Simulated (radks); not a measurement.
I XXXV, 19 electrons, occupied as [Ar] 3d1.

Calculated with a radial shooting solver on a logarithmic mesh with Libxc functionals: scalar-relativistic Kohn-Sham, r2SCAN, spin-polarised, spherical densities, finite nucleus; open shells are filled with parallel spins first (spin-orbit coupling, left out, can overturn this in heavy ions); meta-GGA in the generalised Kohn-Sham scheme; Fermi nuclear charge, rms radius 4.75 fm.

Energy parts (eV):
| part | energy |
|---|---|
| total | -169925.970 |
| kinetic | 179477.949 |
| electron-nucleus | -374788.355 |
| Hartree | 28692.413 |
| exchange-correlation | -3307.978 |

Orbitals (lengths in bohr, moments of r in powers of bohr):
| orbital | occ. | eigenvalue (eV) | <1/r> |
|---|---|---|---|
| 1s up | 1 | -34814.68 | 56.82 |
| 1s down | 1 | -34814.67 | 56.82 |
| 2s up | 1 | -6853.405 | 13.16 |
| 2s down | 1 | -6847.990 | 13.17 |
| 2p up | 3 | -6338.515 | 12.55 |
| 2p down | 3 | -6334.466 | 12.55 |
| 3s up | 1 | -2505.348 | 5.150 |
| 3s down | 1 | -2499.825 | 5.139 |
| 3p up | 3 | -2339.344 | 4.937 |
| 3p down | 3 | -2333.407 | 4.927 |
| 3d up | 1 | -2129.037 | 4.721 |
| 3d down | 0 | -2121.260 | 4.715 |
| 4s up | 0 | -1252.172 | 2.645 |
| 4s down | 0 | -1247.725 | 2.648 |
| 4p up | 0 | -1186.015 | 2.550 |
| 4p down | 0 | -1181.320 | 2.553 |

The highest occupied level is 3d up at -2129.0 eV. The density falls to 0.001 e/bohr^3 at r = 0.84 bohr. Summed over all electrons, <r^2> = 0.9233 bohr^2, which gives a Langevin (diamagnetic) susceptibility term of -0.731 x 10^-6 cm^3/mol. The electron density at the nucleus is 2.572e+05 e/bohr^3 (large components only).
